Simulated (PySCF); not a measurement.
**Working with the constants of VB**

ROHF-MP2 constants of VB, ⁷Σ⁺ (septet), unpaired electrons σ ↑↑, π ↑↑, δ ↑↑ (PySCF, no relativity, basis sets V def2-TZVPP, B def2-TZVPP; masses 50.9440 and 11.0093 u):

* ωe: 754.8 cm⁻¹
* ωexe: 12.0 cm⁻¹
* Be: 0.5454 cm⁻¹
* αe: 0.00972 cm⁻¹
* D (centrifugal): 1.14e-06 cm⁻¹

**Question.** Give the vibrational terms G(v) and spacings up to v = 6.

**Answer.** G(v) = ωe(v+½) − ωexe(v+½)².

```
v  G(v) (cm⁻¹)  G(v) − G(v−1)  Bv (cm⁻¹)
0          374                    0.5405
1         1105            731     0.5308
2         1812            707     0.5211
3         2495            683     0.5114
4         3154            659     0.5017
5         3788            635     0.4919
6         4399            611     0.4822
```

A state of this spin cannot dissociate to the ground-state fragments, so its own limit lies higher than the one that De refers to.

Correlated steps freeze 6 core orbitals. The state is the lowest single determinant that the PBE0 search found; with open d or f shells the true ground state can be another one.
